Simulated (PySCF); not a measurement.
Radial density of Ga (gallium, neutral)

TPSS, [Ar] 3d10 4s2 4p1, 2P determinant. Calculation: PySCF 2.14, in Sapporo-DKH3-DZP-2012 (6s5p3d1f, 43 functions); scalar relativity by spin-free X2C-1e.

```tsv
r (bohr)	4πr²ρ (e/bohr)	4πr²(ρα − ρβ)
0.000957	0.3667	0.0000
0.00161	0.9061	0.0000
0.00271	2.196	0.0000
0.00456	5.071	-0.0001
0.00766	11.00	-0.0001
0.0129	21.19	-0.0001
0.0217	33.23	0.0002
0.0365	37.82	0.0019
0.0613	31.24	0.0072
0.103	35.75	0.0135
0.174	42.67	0.0029
0.292	22.77	-0.0063
0.491	26.09	0.0186
0.826	17.06	-0.0087
1.39	3.888	0.1133
2.34	1.455	0.3267
3.93	0.3853	0.2105
6.61	0.02972	0.0258
11.1	0.0002174	0.0002
```

Densities and radii are taken from the X2C orbitals without a picture-change correction, which distorts them close to the nucleus.

(1) Where is the radial spin density 4πr²(ρα − ρβ) most negative, and why is it negative at all?

## Answers

(1) Around r = 0.826 bohr, down to -0.0087 e/bohr: exchange with the open shell polarises the paired shells in an unrestricted calculation.
